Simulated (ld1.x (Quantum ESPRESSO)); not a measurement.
## Co (Z = 27) TM: all-electron and pseudo phase curves

```json
{
 "Element": "Co (Z = 27)",
 "Generator": "ld1.x (Quantum ESPRESSO) 7.5",
 "Type": "norm-conserving Troullier–Martins (Kleinman–Bylander form)",
 "Functional": "BLYP",
 "Relativity": "scalar-relativistic",
 "Frozen core": "[Ne]",
 "Valence charge": "17",
 "Reference configuration": "3s2 3p6 3d7.5 4s1.5 4p0",
 "Partial waves": "3s (bound): rc 1.15 bohr; 3p (bound): rc 1.10 bohr; 3d (bound): rc 1.05 bohr",
 "Local potential": "all-electron potential smoothed inside 1.15 bohr (lloc = -1)",
 "Core correction": "none"
}
```

Occupied shells without a wave of their own: 4s. They enter only through the test configuration that unscreens the potential.

The phase is arctan(r·u′/u) with u = r·R(r), unwrapped; energies in Ry, scanned from -9 to 5 Ry. A pole is an energy at which the radial function vanishes at the test radius. The pseudo phase is shifted by a multiple of π to meet the all-electron one at the reference energy, and phase errors are pseudo minus all-electron; the curves can meet again beyond the range given. Levels narrower than the energy grid can be missing from the lists of poles.

```json
{"channel": "s", "radius (bohr)": "1.25", "reference energy (Ry)": "-7.32", "poles, all-electron": "-5.57", "poles, pseudo": "-5.57", "unbroken range about the reference energy with phases within 0.05 rad": "the whole range", "phase error 1 Ry above the reference energy (rad)": "+0.000"}
{"channel": "p", "radius (bohr)": "1.25", "reference energy (Ry)": "-4.63", "poles, all-electron": "-2.58", "poles, pseudo": "-2.58", "unbroken range about the reference energy with phases within 0.05 rad": "the whole range", "phase error 1 Ry above the reference energy (rad)": "-0.000"}
{"channel": "d", "radius (bohr)": "1.25", "reference energy (Ry)": "-0.44", "poles, all-electron": "1.98", "poles, pseudo": "2.03", "unbroken range about the reference energy with phases within 0.05 rad": "the whole range", "phase error 1 Ry above the reference energy (rad)": "+0.002"}
```

Phases in the p channel:

| E (Ry) | all-electron | pseudo |
| --- | --- | --- |
| -9.00 | 1.163 | 1.162 |
| -8.76 | 1.145 | 1.145 |
| -8.52 | 1.125 | 1.125 |
| -8.28 | 1.102 | 1.101 |
| -8.04 | 1.075 | 1.075 |
| -7.80 | 1.043 | 1.043 |
| -7.56 | 1.005 | 1.004 |
| -7.32 | 0.958 | 0.957 |
| -7.08 | 0.898 | 0.897 |
| -6.84 | 0.823 | 0.821 |
| -6.60 | 0.723 | 0.721 |
| -6.36 | 0.588 | 0.586 |
| -6.12 | 0.404 | 0.403 |
| -5.88 | 0.159 | 0.157 |
| -5.64 | -0.142 | -0.143 |
| -5.40 | -0.455 | -0.456 |
| -5.16 | -0.729 | -0.729 |
| -4.92 | -0.940 | -0.940 |
| -4.68 | -1.096 | -1.096 |
| -4.44 | -1.211 | -1.211 |
| -4.20 | -1.298 | -1.298 |
| -3.96 | -1.364 | -1.364 |
| -3.72 | -1.417 | -1.418 |
| -3.48 | -1.461 | -1.461 |
| -3.24 | -1.496 | -1.497 |
| -3.00 | -1.527 | -1.527 |
| -2.76 | -1.553 | -1.553 |
| -2.52 | -1.576 | -1.576 |
| -2.28 | -1.596 | -1.597 |
| -2.04 | -1.614 | -1.615 |
| -1.80 | -1.631 | -1.631 |
| -1.56 | -1.646 | -1.647 |
| -1.32 | -1.660 | -1.661 |
| -1.08 | -1.673 | -1.674 |
| -0.84 | -1.685 | -1.686 |
| -0.60 | -1.697 | -1.698 |
| -0.36 | -1.708 | -1.710 |
| -0.12 | -1.719 | -1.720 |
| 0.12 | -1.730 | -1.731 |
| 0.36 | -1.740 | -1.742 |
| 0.60 | -1.750 | -1.752 |
| 0.84 | -1.760 | -1.762 |
| 1.08 | -1.770 | -1.772 |
| 1.32 | -1.780 | -1.783 |
| 1.56 | -1.791 | -1.793 |
| 1.80 | -1.801 | -1.803 |
| 2.04 | -1.811 | -1.814 |
| 2.28 | -1.822 | -1.825 |
| 2.52 | -1.833 | -1.836 |
| 2.76 | -1.844 | -1.848 |
| 3.00 | -1.856 | -1.860 |
| 3.24 | -1.868 | -1.872 |
| 3.48 | -1.880 | -1.885 |
| 3.72 | -1.893 | -1.899 |
| 3.96 | -1.907 | -1.914 |
| 4.20 | -1.922 | -1.929 |
| 4.44 | -1.938 | -1.946 |
| 4.68 | -1.954 | -1.963 |
| 4.92 | -1.972 | -1.982 |
